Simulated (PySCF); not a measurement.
Si(NHSiH3)(Me)(Cl)2 (CH7Cl2NSi2), SMILES C[Si](Cl)(Cl)N[SiH3]. Atoms are numbered in the order given.

```xyz
13

C      1.7922    -0.7962    -0.7501
Si     0.4224     0.0362     0.1747
Cl     0.3052     1.9981    -0.4888
Cl     0.8514     0.1040     2.1955
N     -1.0920    -0.7634     0.0355
Si    -1.9174    -1.2942    -1.4108
H      1.9177    -1.8286    -0.3911
H      2.7345    -0.2490    -0.6024
H      1.5729    -0.8190    -1.8283
H     -1.6456    -0.7459     0.8894
H     -0.9263    -1.2270    -2.5234
H     -2.4018    -2.6989    -1.2559
H     -3.0926    -0.4340    -1.7455
```

Geometry optimised at PBE0-D3(BJ)/def2-SVP. The values are those of a single conformer.

The numbers are results of B3LYP/pcSseg-1 run with PySCF, not measurements.

GIAO shieldings, no solvent; atoms listed in one row are averaged. δ = σ(ref) − σ: ¹³C against TMS (σ = 181.3 ppm); ²⁹Si against TMS (σ = 338.7 ppm); ³⁵Cl against HCl (σ = 933.3 ppm); ¹⁵N against NH3 (σ = 265.5 ppm); ¹H against TMS (σ = 31.68 ppm), references at their B3LYP-D3(BJ)/def2-TZVP geometries, non-relativistic (without spin–orbit terms, shifts of atoms bonded to Cl or Br come out too high).

```csv
nucleus,atoms,count,δ (ppm)
¹³C,C1,1,8.4
²⁹Si,Si2,1,21.7
²⁹Si,Si6,1,-59.5
³⁵Cl,Cl3,1,130.2
³⁵Cl,Cl4,1,92.6
¹⁵N,N5,1,47.2
¹H,"H11, H12, H13",3,4.80
¹H,"H7, H8, H9",3,0.97
¹H,H10,1,0.85
```
